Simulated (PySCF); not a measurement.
**Excitation energy of Cr by level of theory**

Cr [Ar] 3d5 4s1 (7S) → Cr [Ar] 3d4 4s1 4p1 (high-spin determinant), as a difference of total energies. All numbers are calculated (PySCF 2.14, scalar relativity by spin-free X2C-1e, in ANO-RCC-VTZP (6s5p3d2f1g, 59 functions)). Correlated levels: valence: [Ar] frozen; valence and next inner shell: [Ne] frozen. The calculations carry no spin-orbit coupling.

| method | excitation energy (eV) |
| --- | --- |
| UHF | 1.915 |
| LDA | 4.181 |
| PBE | 3.879 |
| PBE0 | 3.506 |
| r2SCAN | 3.626 |
| HSE06 | 3.503 |
| PBEsol | 3.994 |
| BHandHLYP | 3.017 |
| MP2 (valence) | 2.885 |
| SCS-MP2 (valence) | 2.238 |
| MP2 (valence and next inner shell) | 3.467 |
| SCS-MP2 (valence and next inner shell) | 2.787 |

Question: How much does correlation contribute at MP2 (valence and next inner shell)?

Answer: 3.467 − (1.915) = 1.552 eV, measured against UHF.

A first-order spin-orbit estimate (lowest level to lowest level, LS coupling) adds -0.064 eV.

The basis was made for the ground configuration and has no added diffuse functions, so the excitation energy can come out too high.

The determinant of the upper state mixes LS terms, which raises its energy above the lowest term, most at the Hartree-Fock and MP2 levels.
